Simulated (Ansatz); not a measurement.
Ansatz (a quantum-chemistry and plane-wave program) input (B3LYP-D3(BJ)/def2-TZVP):

Ansatz 0.2 input:
```yaml
crystal:
  periodic: [false, false, false]
  atoms:
    - {symbol: Ge, position_ang: [-0.02402380, -0.01849811, 1.01505141]}
    - {symbol: Br, position_ang: [0.99669695, -1.52610618, -0.49102108]}
    - {symbol: Br, position_ang: [-1.03762788, 1.49410357, -0.49066331]}
basis:
  gaussian:
    orbitals: def2-TZVP
hamiltonian:
  xc: b3lyp
  dispersion: d3bj
relax: {f_tol: 0.002, max_steps: 150}
```

Output:

```
Functional definition: B3LYP
integrals: 0.11 GiB planned
1019 factors; integrals over basis functions are off by at most 3.1e-4 eV
mean field: 0.88 GiB planned
mean field evaluation 1: about -196615.0865 eV, gradient 2.2e1 eV
mean field evaluation 2: about -196612.5884 eV, gradient 3.9e1 eV
mean field evaluation 4: about -196616.1185 eV, gradient 1.0e0 eV
mean field evaluation 8: about -196616.1539 eV, gradient 5.3e-2 eV
mean field evaluation 16: about -196616.1539 eV, gradient 6.7e-5 eV
mean field -196616.15393188 eV, -7225.5103857807 hartree, gradient 6.7e-5 eV, S^2 0.000000; 0 other end points of the search recorded, 0 dependent functions left out
the calculation of the forces begins
reference -196616.15415015 eV, -7225.5103938022 hartree; 51, 51 occupied and 93, 93 virtual orbitals, 1019 factors
relax step   1: F+E_penalty+E_count = -196616.36810668 eV  Δ(F+E_penalty+E_count) = +0.000e0 eV  max|allowed force component| = 4.995e-2 eV/Å  Δτ_max = 0.0000 Å  (27 SCF iters, accepted)
these checks for a lower state are left out or cut short: starts, cluster_reference, orbital_swaps, neighbouring_geometries, increment
integrals: 0.11 GiB planned
1019 factors; integrals over basis functions are off by at most 3.1e-4 eV
mean field: 0.88 GiB planned
mean field -196616.15572655 eV, -7225.5104517336 hartree, gradient 1.1e-5 eV, S^2 0.000000; 0 other end points of the search recorded, 0 dependent functions left out
the calculation of the forces begins
reference -196616.15594481 eV, -7225.5104597547 hartree; 51, 51 occupied and 93, 93 virtual orbitals, 1019 factors
relax step   2: F+E_penalty+E_count = -196616.36849100 eV  Δ(F+E_penalty+E_count) = -3.843e-4 eV  max|allowed force component| = 1.788e-2 eV/Å  Δτ_max = 0.0207 Å  (34 SCF iters, accepted)
these checks for a lower state are left out or cut short: starts, cluster_reference, orbital_swaps, neighbouring_geometries, increment
integrals: 0.11 GiB planned
1019 factors; integrals over basis functions are off by at most 3.1e-4 eV
mean field: 0.88 GiB planned
mean field -196616.15542169 eV, -7225.5104405302 hartree, gradient 2.3e-5 eV, S^2 0.000000; 0 other end points of the search recorded, 0 dependent functions left out
the calculation of the forces begins
reference -196616.15564000 eV, -7225.5104485530 hartree; 51, 51 occupied and 93, 93 virtual orbitals, 1019 factors
relax step   3: F+E_penalty+E_count = -196616.36871318 eV  Δ(F+E_penalty+E_count) = -2.222e-4 eV  max|allowed force component| = 1.093e-3 eV/Å  Δτ_max = 0.0080 Å  (26 SCF iters, accepted)
integrals: 0.11 GiB planned
1019 factors; integrals over basis functions are off by at most 3.1e-4 eV
mean field: 0.88 GiB planned
mean field evaluation 32: about -196616.1226 eV, gradient 2.5e-1 eV
mean field -196616.15542169 eV, -7225.5104405302 hartree, gradient 2.3e-5 eV, S^2 0.000000; 1 other end points of the search recorded, 0 dependent functions left out
the calculation of the forces begins
reference -196616.15564000 eV, -7225.5104485530 hartree; 51, 51 occupied and 93, 93 virtual orbitals, 1019 factors
Total energy: -196616.36893149 eV, -7225.5182868707 hartree
Atom 0 at    -0.023994    -0.018514     1.009626 Å, force     0.000050    -0.000080     0.001093 eV/Å
Atom 1 at     1.003623    -1.536403    -0.488297 Å, force    -0.000001     0.000004    -0.000508 eV/Å
Atom 2 at    -1.044584     1.504417    -0.487962 Å, force    -0.000049     0.000076    -0.000585 eV/Å
Dipole moment:    -0.000996    -0.000698     0.421213 e Å
```
